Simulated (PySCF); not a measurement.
Computed shifts of a molecule C3H4O3, HF/pcSseg-1 (PySCF), GIAO, gas phase, equivalent atoms averaged, in ppm (number of nuclei): ¹³C: 160.5 (1), 59.7 (2). ¹H: 4.37 (4). References: ¹⁷O against H2O (σ = 333.0 ppm); ¹³C against TMS (σ = 192.6 ppm); ¹H against TMS (σ = 31.99 ppm), references at their B3LYP-D3(BJ)/def2-TZVP geometries, non-relativistic. Coordinates come from a B3LYP-D3(BJ)/def2-SVP optimisation. A frequency run showed that this geometry is not a minimum. The values are those of a single conformer.

Problem. Pick the molecule that these values belong to.
(A) O=CC1OCO1
(B) O=C1OCCO1
(C) CC1OC(=O)O1

Solution. B, O=C1OCCO1
